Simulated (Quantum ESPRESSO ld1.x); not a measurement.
The numbers below are computed, except where a source is named.
Ti2+, configuration [Ar] 3d2 (the NIST ground configuration).

Code: ld1.x of Quantum ESPRESSO 7.5. Model: scalar-relativistic Kohn-Sham, LDA (Slater exchange, Perdew-Zunger correlation), spin-polarised, spherical densities, point nucleus; open shells are filled with parallel spins first.

Energy parts (hartree):
| part | energy |
|---|---|
| total | -850.9669 |
| kinetic | 857.6871 |
| electron-nucleus | -2013.4610 |
| Hartree | 344.5333 |
| exchange-correlation | -39.7263 |

Orbitals (lengths in bohr, moments of r in powers of bohr; <r^-3> diverges for s and p1/2; r(max) is where P^2 peaks):
| orbital | occ. | eigenvalue (hartree) | r(max) | <r^-3> | <1/r> |
|---|---|---|---|---|---|
| 1s up | 1 | -179.050 | 0.046 | - | 21.76 |
| 1s down | 1 | -179.051 | 0.046 | - | 21.76 |
| 2s up | 1 | -20.2691 | 0.269 | - | 4.533 |
| 2s down | 1 | -20.2460 | 0.269 | - | 4.537 |
| 2p up | 3 | -16.9055 | 0.220 | 264.0 | 4.444 |
| 2p down | 3 | -16.8874 | 0.220 | 264.5 | 4.448 |
| 3s up | 1 | -2.90152 | 0.870 | - | 1.398 |
| 3s down | 1 | -2.83753 | 0.870 | - | 1.396 |
| 3p up | 3 | -2.03770 | 0.898 | 30.80 | 1.268 |
| 3p down | 3 | -1.97473 | 0.898 | 30.65 | 1.266 |
| 3d up | 2 | -0.75578 | 0.966 | 2.187 | 0.9319 |
| 3d down | 0 | -0.69699 | 0.973 | 2.142 | 0.9205 |

The highest occupied level is 3d up at -20.566 eV. Spin moment in Bohr magnetons: 2. The density falls to 0.001 e/bohr^3 at r = 3.14 bohr. Summed over all electrons, <r^2> = 16.65 bohr^2, which gives a Langevin (diamagnetic) susceptibility term of -13.2 x 10^-6 cm^3/mol.
